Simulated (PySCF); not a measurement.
## MSe for M along the chalcogens

r²SCAN with triple-zeta basis sets in PySCF, for the lowest determinant that a PBE0 search found; no spin–orbit coupling. De refers to high-spin ground-configuration atoms. A positive dipole means M(−)Se(+).

```json
{"M": "O", "basis": "def2-TZVPP", "state (unpaired electrons)": "triplet (π ↑↑)", "Re (Å)": "1.645", "ωe (cm⁻¹)": "939", "De (eV)": "4.84", "μ (D)": "1.99"}
{"M": "S", "basis": "def2-TZVPP", "state (unpaired electrons)": "triplet (π ↑↑)", "Re (Å)": "2.038", "ωe (cm⁻¹)": "562", "De (eV)": "4.28", "μ (D)": "0.53"}
{"M": "Se", "basis": "def2-TZVPP", "state (unpaired electrons)": "triplet (π ↑↑)", "Re (Å)": "2.173", "ωe (cm⁻¹)": "393", "De (eV)": "3.91", "μ (D)": "n/a"}
{"M": "Te", "basis": "x2c-TZVPPall", "state (unpaired electrons)": "triplet (π ↑↑)", "Re (Å)": "2.363", "ωe (cm⁻¹)": "322", "De (eV)": "3.51", "μ (D)": "-0.94"}
```

The shortest bond is that of SeO (1.645 Å), the longest that of TeSe (2.363 Å). SeO is bound most strongly (4.84 eV) and TeSe least (3.51 eV).

The rows differ in basis set, which adds steps of its own.

Relativity is treated differently too: O no relativity; S no relativity; Se no relativity; Te spin-free X2C.

Down a group bonds as a rule get longer and wavenumbers fall, partly through the reduced mass; this series shows no clear exception.

Spin–orbit coupling is left out, which matters for elements this heavy, above all for dissociation energies. States were picked by a PBE0 search and need not be the measured ground states.
